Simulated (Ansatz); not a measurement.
System: CH$_{4}$BO$_{2}$, charge 0, multiplicity 2. It need not be the lowest isomer of its formula. 
Geometry from a B3LYP-D3(BJ)/def2-TZVP (Ansatz, a program for electronic structure) optimisation:
SMILES: B(O)(O)[CH2]
```xyz
8

B     -0.0430     0.0028     0.0042
C      1.4937    -0.0976    -0.1459
O     -0.7870     0.9563    -0.6403
O     -0.7654    -0.8549     0.7920
H      2.0913    -0.8488     0.3601
H      2.0743     0.5767    -0.7671
H     -0.2648     1.5478    -1.1872
H     -0.2282    -1.5156     1.2353
```
Charge 0, spin multiplicity 2.

Basis-set convergence of Hartree-Fock and MP2 correlation energies (hartree) with Ansatz. Valence correlation only, unless marked. Open shells are spin-unrestricted. Spin-orbit coupling is left out. No relativistic terms.

| basis | functions | E(HF) | E(corr, MP2) |
|---|---|---|---|
| aug-cc-pVDZ | 128 | -214.71908 | -0.60054 |
| aug-cc-pVTZ | 276 | ? | ? |

Question: What belongs in the gaps?

Answer: 
- aug-cc-pVTZ, E(HF): -214.77628
- aug-cc-pVTZ, E(corr, MP2): -0.73305
